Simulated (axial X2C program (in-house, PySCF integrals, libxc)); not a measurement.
## Potential curves of CoSb, two-component

All values were computed with an axial X2C code built on PySCF integrals. Two-component (2c) means X2C with spin–orbit coupling and atomic mean-field two-electron Coulomb and Gaunt terms. Basis: Sb dyall-cv3z [11s12p8d4f1g], Co dyall-cv3z [9s10p6d3f2g] (cores contracted in-house); Gaussian nuclei, density fitting, unrestricted open shells. Masses: Sb 120.904 u, Co 58.933 u.

State: Ω = 4 (⟨Sz⟩ = 1.98, ⟨Lz⟩ = 2.02 at HF). Energies in eV from the lowest point of each curve. Fits are polynomials in 1 − R0/R over 0.85 to 1.23 times the lowest point R0.

| R (Å) | CCSD(T) | CCSD |
| --- | --- | --- |
| 2.2095 | 0.2787 | 0.3305 |
| 2.2823 | 0.1091 | 0.1452 |
| 2.3552 | 0.0237 | 0.0421 |
| 2.4280 | 0.0000 | 0.0000 |
| 2.5130 | 0.0273 | 0.0065 |
| 2.5980 | 0.0950 | 0.0554 |
| 2.7072 | 0.2197 | 0.1597 |

Correlated methods: 14 electrons correlated (number of frozen shells: Sb 4 s, 3 p, 2 d; Co 3 s, 2 p), 310 virtual spin orbitals or spinors in MP2, 90 natural virtuals in coupled cluster.

The state is one determinant whose occupation by symmetry is held fixed; it was picked as the lowest of a PBE0 search that is not exhaustive. Coupled cluster ran in a truncated set of natural virtual spinors; the MP2 energy of the rest was added. (T) has no such correction and the atoms are truncated less, which lowers De at CCSD(T) by a hundredth of an eV or more. PBE0 can misorder states that lie within some tenths of an eV, so this need not be the ground state of the molecule. The nearest other 2c determinant of the search, Ω = 3, lies 0.17 eV up at the distance of the search. With several unpaired electrons one determinant need not be a pure state. Open-shell Ω = 0 determinants with evenly filled partner blocks cannot be reached by this program, so the Ω shown need not be the lowest component. The T1 diagnostic is large, a sign of multireference character. With the outer-core shells frozen, correlated bond lengths of heavy atoms tend to come out a few hundredths of an ångström too long. Coupled cluster ran on the points near the minimum only. MP2 and coupled cluster on one determinant become unreliable at the stretched end.

Fit the CCSD(T) curve near its minimum: give the equilibrium distance and the harmonic wavenumber.

At CCSD(T), 2c: Re = 2.427 Å, ωe ≈ 239 cm⁻¹; Be follows as 0.0723 cm⁻¹.

Fit the CCSD curve near its minimum: give the equilibrium distance and the harmonic wavenumber.

At CCSD, 2c: Re = 2.459 Å, ωe ≈ 225 cm⁻¹; Be follows as 0.0704 cm⁻¹.
